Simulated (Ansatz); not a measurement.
Geometry optimisation, Ansatz, RKS PBE-D4/def2-SVP.

The input (input.yaml):

```yaml
crystal:
  periodic: [false, false, false]
  atoms:
    - { symbol: Al, position_ang: [-0.3629, 0.2219, 0.3072] }
    - { symbol: H, position_ang: [0.0171, 0.6779, -1.6086] }
    - { symbol: "N", position_ang: [-0.0721, 1.7278, 1.2003] }
    - { symbol: "N", position_ang: [-1.8038, -0.8215, 0.3856] }
    - { symbol: H, position_ang: [0.9194, 0.3442, -1.7813] }
    - { symbol: P, position_ang: [1.8669, -0.7993, -0.7229] }
    - { symbol: H, position_ang: [0.8258, 2.1858, 1.279] }
    - { symbol: H, position_ang: [-0.7525, 2.271, 1.7118] }
    - { symbol: H, position_ang: [-1.9522, -1.721, -0.0543] }
    - { symbol: H, position_ang: [-2.6411, -0.581, 0.899] }
    - { symbol: H, position_ang: [2.8461, -1.6991, -0.3097] }
    - { symbol: H, position_ang: [1.1092, -1.8069, -1.3062] }
basis:
  gaussian: { orbitals: def2-SVP }
hamiltonian:
  xc: pbe
  dispersion: d4
relax:
  f_tol: 0.15
  max_steps: 25
  restrain:
    - { distance: [0, 5], at: 3.58, k: 30.0 }
    - { distance: [4, 1], at: 1.92, k: 30.0 }
    - { distance: [0, 1], at: 1.52, k: 30.0 }
    - { distance: [4, 5], at: 1.38, k: 30.0 }
```

Command:

```bash
$ ansatz run input.yaml --threads 2 --pin off --max-ram 3072MiB --backend cpu --events-out ev --progress --plain --runs-dir out
```

Where does it end, and by what steps?

The run converged. The restraints hold the end off the free minimum. After 13 steps the energy has fallen by 1.054 eV (the restraints' own energy left out); H11 moved furthest, 1.09 Å. Parted: Al1–P6. Joined: Al1–H2, H5–P6.

```csv
step,energy less start (eV),largest force component (eV/Å),accepted
0,0.0000,1.665,yes
1,0.9628,3.010,yes
2,1.5614,3.573,yes
3,1.6748,2.816,yes
4,1.0899,1.601,yes
5,0.6212,1.054,yes
6,0.1698,2.394,yes
7,-0.5806,1.694,yes
8,-0.8639,1.125,yes
9,-1.0206,0.666,yes
10,-1.0344,0.639,yes
11,-1.0435,0.686,yes
12,-1.0500,0.734,yes
13,-1.0536,0.710,yes
```

```xyz
12
Properties=species:S:1:pos:R:3
Al -0.784 0.705 0.029
H -0.062 0.713 -1.336
N -0.384 1.946 1.253
N -2.005 -0.559 0.364
H 1.573 -0.319 -1.344
P 2.082 -1.364 -0.552
H 0.319 2.670 1.096
H -0.745 2.017 2.206
H -2.279 -1.265 -0.324
H -2.512 -0.719 1.238
H 3.338 -1.457 -1.254
H 1.459 -2.367 -1.377
```

Whether the end is a true minimum wasn't checked by a vibrational analysis.

The run took 19 s on 2 threads of Intel(R) Xeon(R) Platinum 8488C (Sapphire Rapids), with other jobs on the host, peak memory 0.17 GiB.
